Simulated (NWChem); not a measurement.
Everything below was run with NWChem. System: O$_{4}$Ru, charge 0, spin multiplicity 1, at a geometry optimised with B3LYP/def2-SVP with def2 effective core potentials on Ru. The structure started from a generated list of species. Level: B3LYP/def2-SVPD with def2 effective core potentials on Ru, VWN1-RPA local correlation.

Job file:

```
start mol
memory heap 200 mb stack 900 mb global 1100 mb
geometry units angstroms nocenter noautoz
  Ru     0.000000     0.000000    -0.000001
  O      0.000000     1.370753    -0.969268
  O      0.000000    -1.370753    -0.969268
  O     -1.370758     0.000000     0.969270
  O      1.370758     0.000000     0.969270
  symmetry group C2v
end
basis spherical
  * library def2-svpd
end
ecp
  Ru library def2-ecp
end
dft
  xc b3lyp
  semidirect memsize 60000000 filesize 0
  iterations 100
end
task dft energy
```

Output (cleaned and shortened):

```
             Northwest Computational Chemistry Package (NWChem) 7.3.0
             --------------------------------------------------------

                                NWChem Input Module
                                -------------------

 Scaling coordinates for geometry "geometry" by  1.889725989
 (inverse scale =  0.529177249)

 Turning off AUTOSYM since
 SYMMETRY directive was detected!

                             Geometry "geometry" -> ""
                             -------------------------

 Output coordinates in angstroms (scale by  1.889725989 to convert to a.u.)

  No.       Tag          Charge          X              Y              Z
 ---- ---------------- ---------- -------------- -------------- --------------
    1 Ru                  44.0000     0.00000000     0.00000000    -0.00000100
    2 O                    8.0000     0.00000000     1.37075300    -0.96926800
    3 O                    8.0000     0.00000000    -1.37075300    -0.96926800
    4 O                    8.0000    -1.37075800     0.00000000     0.96927000
    5 O                    8.0000     1.37075800     0.00000000     0.96927000

 Effective nuclear repulsion energy (a.u.)     517.9325940861

            Nuclear Dipole moment (a.u.)
            ----------------------------
        X                 Y               Z
 ---------------- ---------------- ----------------
     0.0000000000     0.0000000000    -0.0000226767

      Symmetry information
      --------------------

 Group name             C2v
 Group number             16
 Group order               4
 No. of unique centers     3

      Symmetry unique atoms

     1    2    4


 Summary of "ao basis" -> "" (spherical)
 ------------------------------------------------------------------------------
       Tag                 Description            Shells   Functions and Types
 ---------------- ------------------------------  ------  ---------------------
 *                         def2-svpd                  on all atoms

                                 NWChem DFT Module
                                 -----------------

 Summary of "ao basis" -> "ao basis" (spherical)
 ------------------------------------------------------------------------------
       Tag                 Description            Shells   Functions and Types
 ---------------- ------------------------------  ------  ---------------------
 Ru                        def2-svpd                12       34   5s4p2d1f
 O                         def2-svpd                 9       23   4s3p2d

 Summary of "ao basis" -> "ao basis" (spherical)
 ------------------------------------------------------------------------------
       Tag                 Description            Shells   Functions and Types
 ---------------- ------------------------------  ------  ---------------------
 Ru                        def2-svpd                12       34   5s4p2d1f
 O                         def2-svpd                 9       23   4s3p2d

      Symmetry analysis of basis
      --------------------------

        a1         47
        a2         17
        b1         31
        b2         31

            General Information
            -------------------
          SCF calculation type: DFT
          Wavefunction type:  closed shell.
          No. of atoms     :     5
          No. of electrons :    48
           Alpha electrons :    24
            Beta electrons :    24
          Charge           :     0
          Spin multiplicity:     1
          Use of symmetry is: on ; symmetry adaption is: on
          Maximum number of iterations: 100
          AO basis - number of functions:   126
                     number of shells:    48
          Convergence on energy requested:  1.00D-06
          Convergence on density requested:  1.00D-05
          Convergence on gradient requested:  5.00D-04

              XC Information
              --------------
                         B3LYP Method XC Potential
                     Hartree-Fock (Exact) Exchange  0.200
                        Slater Exchange Functional  0.800 local
                    Becke 1988 Exchange Functional  0.720 non-local
              Lee-Yang-Parr Correlation Functional  0.810
                  VWN I RPA Correlation Functional  0.190 local

             Grid Information
             ----------------
          Grid used for XC integration:  medium
          Radial quadrature: Mura-Knowles
          Angular quadrature: Lebedev.
          Tag              B.-S. Rad. Rad. Pts. Rad. Cut. Ang. Pts.
          ---              ---------- --------- --------- ---------
          Ru                  1.30      123          10.0       590
          O                   0.60       49          11.0       434
          Grid pruning is: on
          Number of quadrature shells:   221
          Spatial weights used:  Erf1

          Convergence Information
          -----------------------
          Convergence aids based upon iterative change in
          total energy or number of iterations.
          Levelshifting, if invoked, occurs when the
          HOMO/LUMO gap drops below (HL_TOL):  1.00D-02
          DIIS, if invoked, will attempt to extrapolate
          using up to (NFOCK): 10 stored Fock matrices.

                    Damping( 0%)  Levelshifting(0.5)       DIIS
                  --------------- ------------------- ---------------
          dE  on:    start            ASAP                start
          dE off:    2 iters        100 iters           100 iters

      Screening Tolerance Information
      -------------------------------
          Density screening/tol_rho:  1.00D-10
          AO Gaussian exp screening on grid/accAOfunc:  14
          CD Gaussian exp screening on grid/accCDfunc:  20
          XC Gaussian exp screening on grid/accXCfunc:  20
          Schwarz screening/accCoul:  1.00D-08

      Superposition of Atomic Density Guess
      -------------------------------------

 Sum of atomic energies:        -406.56447105

      Non-variational initial energy
      ------------------------------

 Total energy =    -392.723582
 1-e energy   =   -1043.165086
 2-e energy   =     414.934323
 HOMO         =      -0.463262
 LUMO         =      -0.333701

      Symmetry analysis of molecular orbitals - initial
      -------------------------------------------------

  Numbering of irreducible representations:

     1 a1          2 a2          3 b1          4 b2

  Orbital symmetries:

     1 a1          2 b2          3 b1          4 a1          5 a1
     6 b2          7 b1          8 a1          9 a1         10 a1
    11 b2         12 b1         13 a1         14 a2         15 b2
    16 b1         17 a1         18 a1         19 a1         20 b1
    21 b2         22 a2         23 b2         24 b1         25 a1
    26 a2         27 a1         28 a1         29 b1         30 b2
    31 a1         32 a1         33 b1         34 b2

------------------------------------------------------------
EAF file 0: "./mol.aoints.0" size=524288 bytes
------------------------------------------------------------
               write      read    awrite     aread      wait
               -----      ----    ------     -----      ----
     calls:        1         0         0         0         0
   data(b): 5.24e+05  0.00e+00  0.00e+00  0.00e+00
   time(s): 0.00e+00  0.00e+00  0.00e+00  0.00e+00  0.00e+00
rate(mb/s): 0.00e+00  0.00e+00
------------------------------------------------------------

   convergence    iter        energy       DeltaE   RMS-Dens  Diis-err    time
 ---------------- ----- ----------------- --------- --------- ---------  ------
 d= 0,ls=0.0,diis     1   -394.6447942348 -6.30D+02  6.84D-02  8.88D+00     2.7
 d= 0,ls=0.0,diis     2   -388.9062035775  5.74D+00  4.90D-02  5.59D+01     3.2
 d= 0,ls=0.0,diis     3   -395.5086903346 -6.60D+00  2.14D-03  1.31D-01     3.7
 d= 0,ls=0.0,diis     4   -395.5157750985 -7.08D-03  1.17D-03  3.87D-02     4.1
 d= 0,ls=0.0,diis     5   -395.5197860356 -4.01D-03  1.75D-04  1.31D-03     4.7
  Resetting Diis
 d= 0,ls=0.0,diis     6   -395.5198095194 -2.35D-05  1.16D-04  9.23D-04     5.5
 d= 0,ls=0.0,diis     7   -395.5199025181 -9.30D-05  1.99D-05  9.08D-07     6.0
 d= 0,ls=0.0,diis     8   -395.5199007064  1.81D-06  1.65D-05  1.94D-05     6.4
 d= 0,ls=0.0,diis     9   -395.5199026033 -1.90D-06  2.36D-06  1.11D-07     6.9
 d= 0,ls=0.0,diis    10   -395.5199026064 -3.09D-09  1.10D-06  9.21D-08     7.3

         Total DFT energy =     -395.519902606407
      One electron energy =    -1043.766546831907
           Coulomb energy =      456.786989037310
    Exchange-Corr. energy =      -44.047525787229
 Nuclear repulsion energy =      235.507180975419

 Numeric. integr. density =       47.999993928175

     Total iterative time =      6.5s

                  Occupations of the irreducible representations
                  ----------------------------------------------

                     irrep           alpha         beta
                     --------     --------     --------
                     a1               10.0         10.0
                     a2                2.0          2.0
                     b1                6.0          6.0
                     b2                6.0          6.0

                       DFT Final Molecular Orbital Analysis
                       ------------------------------------

 Vector   22  Occ=2.000000D+00  E=-3.800385D-01  Symmetry=b2
              MO Center= -4.2D-15,  1.2D-14, -4.7D-01, r^2= 3.1D+00
   Bfn.  Coefficient  Atom+Function         Bfn.  Coefficient  Atom+Function
  ----- ------------  ---------------      ----- ------------  ---------------
    41      0.336047  2 O  pz                64     -0.336047  3 O  pz
    40      0.237625  2 O  py                44      0.237254  2 O  pz
    63      0.237625  3 O  py                67     -0.237254  3 O  pz
    86     -0.237632  4 O  py               109     -0.237632  5 O  py
    43      0.167765  2 O  py                66      0.167765  3 O  py

 Vector   23  Occ=2.000000D+00  E=-3.800380D-01  Symmetry=a2
              MO Center= -1.4D-13,  3.3D-15,  1.3D-05, r^2= 3.3D+00
   Bfn.  Coefficient  Atom+Function         Bfn.  Coefficient  Atom+Function
  ----- ------------  ---------------      ----- ------------  ---------------
    39      0.336050  2 O  px                62     -0.336050  3 O  px
    86      0.336054  4 O  py               109     -0.336054  5 O  py
    42      0.237256  2 O  px                65     -0.237256  3 O  px
    89      0.237258  4 O  py               112     -0.237258  5 O  py
    45      0.067683  2 O  px                68     -0.067683  3 O  px

 Vector   24  Occ=2.000000D+00  E=-3.800378D-01  Symmetry=b1
              MO Center= -3.5D-14,  8.2D-15,  4.7D-01, r^2= 3.1D+00
   Bfn.  Coefficient  Atom+Function         Bfn.  Coefficient  Atom+Function
  ----- ------------  ---------------      ----- ------------  ---------------
    87      0.336056  4 O  pz               110     -0.336056  5 O  pz
    39     -0.237619  2 O  px                62     -0.237619  3 O  px
    85      0.237624  4 O  px                90      0.237260  4 O  pz
   108      0.237624  5 O  px               113     -0.237260  5 O  pz
    42     -0.167763  2 O  px                65     -0.167763  3 O  px

 Vector   25  Occ=0.000000D+00  E=-2.042628D-01  Symmetry=a1
              MO Center=  2.3D-14, -3.9D-15,  4.1D-06, r^2= 2.4D+00
   Bfn.  Coefficient  Atom+Function         Bfn.  Coefficient  Atom+Function
  ----- ------------  ---------------      ----- ------------  ---------------
    20      0.726535  1 Ru d  0              41      0.219444  2 O  pz
    64      0.219444  3 O  pz                87     -0.219447  4 O  pz
   110     -0.219447  5 O  pz                44      0.159738  2 O  pz
    67      0.159738  3 O  pz                90     -0.159740  4 O  pz
   113     -0.159740  5 O  pz                40      0.155172  2 O  py

 Vector   26  Occ=0.000000D+00  E=-2.042627D-01  Symmetry=a2
              MO Center= -3.6D-15, -6.2D-16, -3.0D-06, r^2= 2.4D+00
   Bfn.  Coefficient  Atom+Function         Bfn.  Coefficient  Atom+Function
  ----- ------------  ---------------      ----- ------------  ---------------
    18      0.726535  1 Ru d -2              39     -0.268766  2 O  px
    62      0.268766  3 O  px                86      0.268764  4 O  py
   109     -0.268764  5 O  py                42     -0.195640  2 O  px
    65      0.195640  3 O  px                89      0.195639  4 O  py
   112     -0.195639  5 O  py                23      0.079509  1 Ru d -2

 Vector   27  Occ=0.000000D+00  E=-1.171802D-01  Symmetry=b1
              MO Center= -7.2D-10, -2.0D-14,  1.8D-01, r^2= 2.4D+00
   Bfn.  Coefficient  Atom+Function         Bfn.  Coefficient  Atom+Function
  ----- ------------  ---------------      ----- ------------  ---------------
    21      0.726748  1 Ru d  1              85     -0.308258  4 O  px
   108     -0.308258  5 O  px                88     -0.282667  4 O  px
   111     -0.282667  5 O  px                26      0.244492  1 Ru d  1
     6     -0.232419  1 Ru px                39     -0.194093  2 O  px
    62     -0.194093  3 O  px                91     -0.194789  4 O  px

 center of mass
 --------------
 x =   0.00000000 y =   0.00000000 z =  -0.00000043

 moments of inertia (a.u.)
 ------------------
         429.297134342047           0.000000000000           0.000000000000
           0.000000000000         429.298700261665           0.000000000000
           0.000000000000           0.000000000000         429.298585827710

     Multipole analysis of the density
     ---------------------------------

     L   x y z        total         alpha         beta         nuclear
     -   - - -        -----         -----         ----         -------
     0   0 0 0     -0.000000    -24.000000    -24.000000     48.000000

     1   1 0 0     -0.000000     -0.000000     -0.000000      0.000000
     1   0 1 0     -0.000000     -0.000000     -0.000000      0.000000
     1   0 0 1     -0.000028     -0.000029     -0.000029      0.000030

     2   2 0 0    -33.188941    -70.274066    -70.274066    107.359192
     2   1 1 0     -0.000000     -0.000000     -0.000000      0.000000
     2   1 0 1     -0.000000     -0.000000     -0.000000      0.000000
     2   0 2 0    -33.188832    -70.273620    -70.273620    107.358408
     2   0 1 1      0.000000      0.000000      0.000000      0.000000
     2   0 0 2    -33.188896    -70.273681    -70.273681    107.358466

 Task  times  cpu:        7.3s     wall:        7.3s

 Total times  cpu:        7.4s     wall:        7.4s
```
